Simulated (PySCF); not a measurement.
Job file and geometry (Å, from GFN2-xTB) of an NMR shielding run on `C=C(CB(O)O)[SiH2]C`, C$_{4}$H$_{11}$BO$_{2}$Si, GIAO PBE0/pcSseg-1 NMR shielding, non-relativistic, gas phase in PySCF 2.14.0, density-fitted response routines; density fitting, a coarse starting grid and PySCF grid level 2 are the driver's defaults:

```
$ OMP_NUM_THREADS=1 python probes_run.py task.json out

{"job": {"kind": "nmr", "xc": "PBE0", "basis": "pcSseg-1"}, "charge": 0, "multiplicity": 1}
C      0.102874    -1.455910     1.525655
C      0.134769    -0.452822     0.653927
C     -0.945970     0.588242     0.637006
B     -2.104293     0.147486    -0.386892
O     -2.486513    -1.151079    -0.514951
O     -2.720687     1.081841    -1.135403
Si     1.444420    -0.327177    -0.703378
C      2.492445     1.234428    -0.427460
H      0.845169    -2.236854     1.520960
H     -0.652292    -1.529160     2.296973
H     -0.546492     1.560703     0.354510
H     -1.382382     0.691917     1.634472
H     -1.997895    -1.770896     0.029015
H     -3.403246     0.735805    -1.712316
H      2.294669    -1.525781    -0.648736
H      0.781709    -0.254451    -2.014293
H      1.887746     2.135388    -0.486553
H      2.972530     1.222237     0.547508
H      3.273636     1.315333    -1.177507
```

Problem. Write the output of this run.

Solution. 
```
coarse grid: 16048 points
cycle   1  E = -623.1578466802  dE =  8.225e-01  |g| = 9.176e-01  |ddm| = 3.779e+00
cycle   2  E = -623.0543824621  dE =  1.035e-01  |g| = 1.203e+00  |ddm| = 1.427e+00
cycle   3  E = -623.3191744102  dE = -2.648e-01  |g| = 9.034e-02  |ddm| = 8.565e-01
cycle   4  E = -623.3206995386  dE = -1.525e-03  |g| = 3.212e-02  |ddm| = 8.798e-02
cycle   5  E = -623.3209476191  dE = -2.481e-04  |g| = 5.654e-03  |ddm| = 3.079e-02
cycle   6  E = -623.3209550091  dE = -7.390e-06  |g| = 1.588e-03  |ddm| = 6.983e-03
final grid: 149480 points
cycle   7  E = -623.3856797356  dE = -4.420e-05  |g| = 1.088e-02  |ddm| = 2.811e-02
cycle   8  E = -623.3856575817  dE =  2.215e-05  |g| = 1.496e-02  |ddm| = 1.997e-02
cycle   9  E = -623.3857060832  dE = -4.850e-05  |g| = 1.609e-03  |ddm| = 1.187e-02
cycle  10  E = -623.3857066649  dE = -5.817e-07  |g| = 3.130e-04  |ddm| = 1.369e-03
cycle  11  E = -623.3857066860  dE = -2.111e-08  |g| = 1.440e-04  |ddm| = 3.701e-04
cycle  12  E = -623.3857066905  dE = -4.543e-09  |g| = 2.790e-05  |ddm| = 1.335e-04
cycle  13  E = -623.3857066907  dE = -1.598e-10  |g| = 7.056e-06  |ddm| = 2.947e-05
converged SCF energy = -623.3857066907

GIAO shielding tensors (ppm)
atom      isotropic    diamagn.    paramagn.     s11        s22        s33       span
  0 C       56.936     254.879    -197.943    -53.608     79.581    144.835    198.443
  1 C       24.774     266.098    -241.324    -92.306    -11.699    178.326    270.632
  2 C      157.029     253.896     -96.868    137.178    153.531    180.376     43.199
  3 B       72.447     195.532    -123.085     57.652     64.154     95.535     37.883
  4 O      203.650     390.210    -186.560     70.720    231.756    308.473    237.753
  5 O      219.875     384.243    -164.368    118.457    256.973    284.195    165.737
  6 Si     390.141     882.987    -492.846    351.777    397.070    421.575     69.798
  7 C      193.370     253.469     -60.098    188.341    193.653    198.117      9.775
  8 H       26.029      32.510      -6.481     23.062     24.618     30.407      7.346
  9 H       25.950      32.753      -6.803     22.080     25.410     30.361      8.280
 10 H       29.602      34.453      -4.851     25.377     30.427     33.001      7.624
 11 H       29.798      32.677      -2.879     26.475     27.989     34.931      8.456
 12 H       26.754      34.384      -7.629     19.384     26.677     34.202     14.818
 13 H       27.490      29.113      -1.624     21.561     22.933     37.974     16.413
 14 H       27.446      31.115      -3.670     23.849     26.240     32.248      8.400
 15 H       27.354      31.289      -3.935     24.000     26.980     31.082      7.081
 16 H       31.227      32.227      -1.000     26.098     30.010     37.572     11.473
 17 H       31.518      30.683       0.835     27.093     29.003     38.457     11.364
 18 H       31.567      28.617       2.951     27.105     27.876     39.721     12.615
```

Size and cost of the density-fitted run: 198 basis functions, 74 s wall time on 1 thread of an Arm Neoverse N1, shared host; peak memory 0.88 GiB.
